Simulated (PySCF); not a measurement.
This script is equivalent to a calculation on S⁺ (sulfur, charge +1).

```python
from pyscf import gto, scf, dft, mp, cc
import basis_set_exchange as bse
mol = gto.M(atom="S 0 0 0", charge=1, spin=3, symmetry="D2h",
            basis=gto.basis.parse(bse.get_basis("cc-pV(T+d)Z", elements=["S"], fmt="nwchem", header=False)))
mf = scf.UHF(mol)
mf.irrep_nelec = {'Ag': (3, 3), 'B1u': (2, 1), 'B2u': (2, 1), 'B3u': (2, 1)}
mf.kernel()
```

**Question.** What total energy does it give?

**Answer.** -397.17001 hartree (calculated).

**Question.** Which occupied shell lies highest, and where?

**Answer.** 3p α, at -23.467 eV.

**Question.** What is ⟨S²⟩, and what would a pure spin state give?

**Answer.** 3.751, against 3.75.
